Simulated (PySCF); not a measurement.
## Kr: ionisation energy

Kr [Kr] (1S) → Kr⁺ [Ar] 3d10 4s2 4p5 (2P), as a difference of total energies. Computed with PySCF 2.14 in aug-cc-pVTZ-DK (7s6p4d2f, 59 functions), with the spin-free X2C one-electron Hamiltonian (Gaussian nucleus). Correlated levels: valence: [Ar] 3d10 frozen. The calculations carry no spin-orbit coupling.

| method | ionisation energy (eV) |
| --- | --- |
| UHF | 13.044 |
| MP2 (valence) | 14.023 |
| SCS-MP2 (valence) | 13.939 |
| CCSD (valence) | 13.898 |
| CCSD(T) (valence) | 13.947 |

Q: How much does correlation contribute at CCSD(T) (valence)?

A: 13.947 − (13.044) = 0.903 eV, measured against UHF.

Errors of the correlated levels include the incompleteness of this basis and the frozen core.

For comparison: 14.222 eV (measured; NIST levels, between the centres of gravity of the two terms).
